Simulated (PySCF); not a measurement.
## Working with the constants of KSn⁺

UHF-CCSD(T) constants of KSn⁺, ³Π (triplet), unpaired electrons σ ↑, π ↑ (K def2-SVP, Sn def2-SVP with ECP28; scalar-relativistic core potentials (PySCF 2.14); masses 38.9637 and 119.9022 u):

| Item | Value |
| --- | --- |
| ωe | 66.9 cm⁻¹ |
| ωexe | 0.417 cm⁻¹ |
| Be | 0.036181 cm⁻¹ |
| αe | 0.000279 cm⁻¹ |
| De to K⁺ + Sn | 0.310 eV |

What force constant and bond length do these constants imply?

Reduced mass μred = 29.407 u; k = 5.8918×10⁻⁷·μred·ωe² (u, cm⁻¹, mdyn/Å) = 0.0775 mdyn/Å; Re = √(16.8576/(μred·Be)) (u, cm⁻¹, Å) = 3.980 Å.

Estimate the centrifugal constant D from the Kratzer relation and find the Dunham coefficient a1.

D = 4Be³/ωe² = 4.23e-08 cm⁻¹; a1 = −1 − αeωe/(6Be²) = -3.38.

Correlated steps freeze 9 core orbitals. The bond is weak. Basis-set superposition, not corrected here, can be much of De in a small basis, most of all at correlated wavefunction levels. These are scalar-relativistic numbers at best; spin–orbit coupling would shift them, the dissociation energy most. For an ion De counts to the pair picked by the measured ionisation energies or electron affinities, which need not be the lowest pair at this level. The state is the lowest determinant that a PBE0 search found; another state may lie lower at other levels.
